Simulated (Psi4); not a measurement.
Method: SAPT0/jun-cc-pVDZ, frozen core (Psi4).

Psi4 input:

```
molecule {
0 1
C -0.15359412 -0.00641311 -0.00537969
Cl 1.63814931 0.06840024 0.05737962
H -0.50727636 -0.49195794 0.89906013
H -0.44127024 -0.57783476 -0.88263248
H -0.53600859 1.00780557 -0.06842758
--
0 1
Si 3.94562281 -1.07251691 -3.14684494
Si 1.66592892 -1.60082932 -3.28729365
H 4.22062861 -0.30574367 -1.90730885
H 4.76072297 -2.31158375 -3.12832608
H 4.35639661 -0.25236197 -4.31244762
H 1.38892641 -2.35752755 -4.53256272
H 0.85021691 -0.36204523 -3.29408874
H 1.25775462 -2.43072729 -2.12769043
units angstrom
symmetry c1
no_reorient
no_com
}
set basis jun-cc-pvdz
set scf_type df
set freeze_core true
energy('sapt0')
```

Part of the output:

```
    SAPT Results
  --------------------------------------------------------------------------------------------------------
    Electrostatics                 -3.07329084 [mEh]      -1.92851912 [kcal/mol]      -8.06892399 [kJ/mol]
      Elst10,r                     -3.07329084 [mEh]      -1.92851912 [kcal/mol]      -8.06892399 [kJ/mol]

    Exchange                        5.32605736 [mEh]       3.34215145 [kcal/mol]      13.98356166 [kJ/mol]
      Exch10                        5.32605736 [mEh]       3.34215145 [kcal/mol]      13.98356166 [kJ/mol]
      Exch10(S^2)                   5.30974291 [mEh]       3.33191398 [kcal/mol]      13.94072810 [kJ/mol]

    Induction                      -0.71841624 [mEh]      -0.45081300 [kcal/mol]      -1.88620158 [kJ/mol]
      Ind20,r                      -2.10963063 [mEh]      -1.32381321 [kcal/mol]      -5.53883446 [kJ/mol]
      Exch-Ind20,r                  1.75880552 [mEh]       1.10366713 [kcal/mol]       4.61774327 [kJ/mol]
      delta HF,r (2)               -0.36759113 [mEh]      -0.23066692 [kcal/mol]      -0.96511038 [kJ/mol]

    Dispersion                     -3.29273949 [mEh]      -2.06622523 [kcal/mol]      -8.64508635 [kJ/mol]
      Disp20                       -3.67712503 [mEh]      -2.30743079 [kcal/mol]      -9.65429044 [kJ/mol]
      Exch-Disp20                   0.38438554 [mEh]       0.24120557 [kcal/mol]       1.00920409 [kJ/mol]
      Disp20 (SS)                  -1.83856251 [mEh]      -1.15371540 [kcal/mol]      -4.82714522 [kJ/mol]
      Disp20 (OS)                  -1.83856251 [mEh]      -1.15371540 [kcal/mol]      -4.82714522 [kJ/mol]
      Exch-Disp20 (SS)              0.19971888 [mEh]       0.12532549 [kcal/mol]       0.52436186 [kJ/mol]
      Exch-Disp20 (OS)              0.18466665 [mEh]       0.11588007 [kcal/mol]       0.48484223 [kJ/mol]

  Total HF                          1.53435028 [mEh]       0.96281933 [kcal/mol]       4.02843609 [kJ/mol]
  Total SAPT0                      -1.75838922 [mEh]      -1.10340589 [kcal/mol]      -4.61665025 [kJ/mol]
```
